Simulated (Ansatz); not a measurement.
Consider the cleavage of the Si–Ge bond: `NC[SiH2][GeH3]` + `[SiH3]S` → `NC[SiH2]S[SiH3]` + GeH₄.

Calculated with Ansatz (gas phase, PBE0-D4/def2-TZVP geometries, no zero-point term in ΔE). CBS: MP2 limit from def2 TZ/QZ plus the TZ coupled-cluster correction, frozen cores. DFT in def2-TZVPP. For Ge outer-core shells are correlated without core-valence functions, which leaves a few kJ/mol of doubt a bond. Scalar relativity is left out up to krypton. One conformer a species, not always the lowest.

```csv
species,B2PLYP energy (Eh)
`NC[SiH2][GeH3]`,-2464.22266
`[SiH3]S`,-689.87543
`NC[SiH2]S[SiH3]`,-1075.10527
GeH₄,-2079.01202
```

Work out ΔE.

ΔE = (-1075.10527) + (-2079.01202) − (-2464.22266) − (-689.87543) = -0.01920 Eh = -0.52 eV. CCSD(T)/CBS gives -0.54 eV.

Largest T1 diagnostic among the species: 0.012.

The D4 term adds −0.08 eV with B3LYP and −0.04 eV with PBE0; it sums over pairs of atoms, weighted by their polarisabilities, and B3LYP, whose exchange is more repulsive, gets the larger term.

B3LYP here is the variant with VWN-RPA as its local correlation; programs differ in this.
